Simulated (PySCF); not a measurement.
Level of theory: PySCF 2.14.0 with ωB97X-D3(BJ)/def2-TZVP // PBE0-D3(BJ)/def2-TZVP. Isolated molecules, 0 K electronic values unless said otherwise. Delta-SCF ions had no search for a lower state. 

Reference species (SMILES): `[F][Sn]([F])([Cl])[Cl]` (neutral, multiplicity 1).

```yaml
LUMO: -1.11 eV
HOMO–LUMO gap: 11.63 eV
HOMO: -12.73 eV
vertical ionisation energy (Delta-SCF): 12.89 eV
```

Changed species: `[Cl][Sn]([Cl])([Cl])[Cl]` (4 of 4 F replaced by Cl; the reference has 2 of 4 F replaced by Cl).

What does the change do to the LUMO, HOMO–LUMO gap, HOMO and vertical ionisation energy (Delta-SCF)?

the LUMO hardly moves; the HOMO–LUMO gap decreases by 0.43 eV, to 11.20 eV; the HOMO goes up by 0.43 eV, to -12.30 eV; the vertical ionisation energy (Delta-SCF) drops by 0.49 eV, to 12.40 eV.
